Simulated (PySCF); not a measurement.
SMILES C=C/C=C\N, GFN2-xTB optimised geometry.

```
12

C      1.49    -1.61    -0.01
C      0.74    -0.50     0.00
C     -0.70    -0.50     0.00
C     -1.49     0.58     0.00
N     -1.08     1.89    -0.09
H      2.56    -1.58    -0.01
H      1.04    -2.59    -0.03
H      1.24     0.46     0.01
H     -1.17    -1.47     0.00
H     -2.56     0.46     0.00
H     -0.11     2.07     0.10
H     -1.71     2.59     0.28
```

Density from PBE/def2-TZVP in PySCF at that geometry.

Minimum of the electron density along straight lines between bonded atoms, close to the bond critical point (lines longer than 1.1 times the sum of covalent radii, or with two minima, are not listed):

| bond | length / Å | ρ at the minimum / e bohr⁻³ | ∇²ρ there / e bohr⁻⁵ | position (fraction from the first atom) |
|---|---|---|---|---|
| C1–C2 | 1.332 | 0.349 | -1.05 | 0.49 |
| C2–C3 | 1.440 | 0.285 | (withheld) | 0.50 |
| C3–C4 | 1.343 | 0.341 | -1.00 | 0.48 |
| C4–N5 | 1.376 | (withheld) | -0.93 | 0.38 |
| C1–H6 | 1.076 | 0.285 | -0.99 | 0.64 |
| C1–H7 | 1.077 | 0.284 | -0.98 | 0.64 |
| C2–H8 | 1.083 | 0.282 | -0.97 | 0.64 |
| C3–H9 | 1.080 | 0.282 | -0.97 | 0.64 |
| C4–H10 | 1.082 | 0.287 | -1.01 | 0.65 |
| N5–H11 | 1.008 | 0.341 | -1.68 | 0.74 |
| N5–H12 | 1.006 | 0.342 | -1.69 | 0.74 |

### Question
Some entries are withheld; supply them.

### Answer

- C2–C3, ∇²ρ there / e bohr⁻⁵: -0.77
- C4–N5, ρ at the minimum / e bohr⁻³: 0.310
